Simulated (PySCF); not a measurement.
## Scalar relativity in Al²⁺ (aluminium, charge +2)

[Ne] 3s1, 2S determinant; PBE calculated with PySCF 2.14 in dyall-acv3z, once non-relativistic with a point nucleus and once with spin-free X2C-1e and a Gaussian nucleus.

```json
{"shell": "1s α", "ε non-rel. (eV)": "-1528.8", "rms r non-rel. (bohr, spins averaged)": "0.1398"}
{"shell": "1s β", "ε non-rel. (eV)": "-1528.7", "rms r non-rel. (bohr, spins averaged)": "0.1398"}
{"shell": "2s α", "ε non-rel. (eV)": "-128.34", "rms r non-rel. (bohr, spins averaged)": "0.6858"}
{"shell": "2s β", "ε non-rel. (eV)": "-128.10", "rms r non-rel. (bohr, spins averaged)": "0.6858"}
{"shell": "2p α", "ε non-rel. (eV)": "-90.328", "rms r non-rel. (bohr, spins averaged)": "0.6772"}
{"shell": "2p β", "ε non-rel. (eV)": "-90.078", "rms r non-rel. (bohr, spins averaged)": "0.6772"}
{"shell": "3s α", "ε non-rel. (eV)": "-24.437", "rms r non-rel. (bohr, spins averaged)": "2.348"}
```

**Question.** How does scalar relativity move these shells?

**Answer.** 1s α: ε -1531.7 eV, radius -0.33 %; 1s β: ε -1531.6 eV, radius -0.33 %; 2s α: ε -128.78 eV, radius -0.27 %; 2s β: ε -128.54 eV, radius -0.27 %; 2p α: ε -90.288 eV, radius -0.05 %; 2p β: ε -90.038 eV, radius -0.05 %; 3s α: ε -24.479 eV, radius -0.17 %.

The total energy goes from -241.3232 to -241.7651 hartree.

Ionisation energy, Al²⁺ [Ne] 3s1 (2S) → Al³⁺ [Ne] (1S) (eV):

| method | non-relativistic | spin-free X2C | shift |
| --- | --- | --- | --- |
| UHF | 28.040 | 28.089 | 0.049 |
| LDA | 28.819 | 28.870 | 0.052 |
| PBE | 28.821 | 28.872 | 0.051 |
| PBE0 | 28.683 | 28.734 | 0.051 |
| r2SCAN | 28.380 | 28.430 | 0.051 |
| MP2 (valence and next inner shell) | 28.364 | 28.415 | 0.050 |
| SCS-MP2 (valence and next inner shell) | 28.299 | 28.349 | 0.050 |

Relativity contracts and stabilises s shells directly. The contracted s shells screen the nucleus better, so for spin-averaged p shells the direct and indirect effects partly cancel.
